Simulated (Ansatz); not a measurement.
Two isomers of GeH8OSi2: A = `O[SiH2][SiH2][GeH3]`, B = `[OH][GeH]([SiH3])[SiH3]`.

Computed with Ansatz on PBE0-D4/def2-TZVP structures; ΔE is electronic, products minus reactants. CCSD(T)/CBS is the MP2 limit (def2-TZVPP, def2-QZVPP) plus CCSD(T) − MP2 in def2-TZVPP, frozen cores. Functionals use def2-TZVPP. B3LYP here is the variant with VWN-RPA as its local correlation; programs differ in this. For Ge outer-core shells are correlated without core-valence functions, which leaves a few kJ/mol of doubt a bond. Scalar relativity is left out up to krypton. Each species was taken in one conformer, which may not be the lowest.

A:

```xyz
12

O     0.1064   -0.5672    2.1785
Si   -1.1967   -0.5284    1.1600
Si   -0.5712    0.8494   -0.6190
Ge    1.5591    0.1792   -1.4419
H     0.0300   -1.0824    2.9827
H    -2.4134   -0.0244    1.8619
H    -1.5250   -1.8932    0.6527
H    -0.5178    2.2744   -0.1903
H    -1.5880    0.7267   -1.7018
H     1.5388   -1.3173   -1.7980
H     2.6418    0.4131   -0.3778
H     1.9359    0.9700   -2.7070
```

B:

Z-matrix (Å, degrees):
```
Ge
Si 1 2.382
Si 1 2.393 2 113.9
O 1 1.799 2 104.2 3 119.1
H 1 1.550 2 111.2 3 -124.2
H 2 1.488 1 108.5 3 61.2
H 2 1.486 1 109.7 3 -57.7
H 2 1.485 1 110.8 3 -178.9
H 3 1.489 1 110.0 2 171.3
H 3 1.488 1 110.0 2 -68.8
H 3 1.486 1 110.1 2 51.3
H 4 0.960 1 112.2 2 174.3
```

Task: Which is lower in electronic energy at CCSD(T)/CBS, and by how much? (Estimate.)

Result: The calculation gave: A, by 53.9 kJ/mol.

Task: Give E(B) − E(A) in kJ/mol with B3LYP, CCSD(T)/def2-TZVPP, MP2/def2-TZVPP, CCSD/def2-TZVPP, PBE0-D4, ωB97M-V, B2PLYP. (An estimate is asked.)

Result: The calculation gave: B3LYP 50.7, CCSD(T)/def2-TZVPP 51.5, MP2/def2-TZVPP 51.4, CCSD/def2-TZVPP 52.7, PBE0-D4 54.9, ωB97M-V 52.9, B2PLYP 50.9. None reverses the order clearly.

Largest T1 diagnostic: 0.013.

In def2-TZVPP, CCSD(T) changes the Hartree–Fock value by −3.3 kJ/mol (the triples alone add −1.2 kJ/mol) and MP2 by −3.5 kJ/mol. From PBE to PBE0 (25 % exact exchange), in def2-TZVPP and without D4, E(B) − E(A) moves by +4.6 kJ/mol.
